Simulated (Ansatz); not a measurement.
Problem. Name a neutral molecule of Al, F, O, Zn and H with HOMO energy (B3LYP/def2-TZVPP) between -7.40 and -7.10 eV and HOMO energy (ωB97M-V/def2-TZVPP) between -9.35 and -9.05 eV (Ansatz, PBE0-D4/def2-TZVP geometry).

Solution. `[OH][Al]([F])[ZnH]` (-7.15 eV, -9.33 eV). Other molecules can fit too; these were computed, each in one conformer that needn't be the lowest.

B3LYP here is the variant with VWN-RPA as its local correlation; programs differ in this.
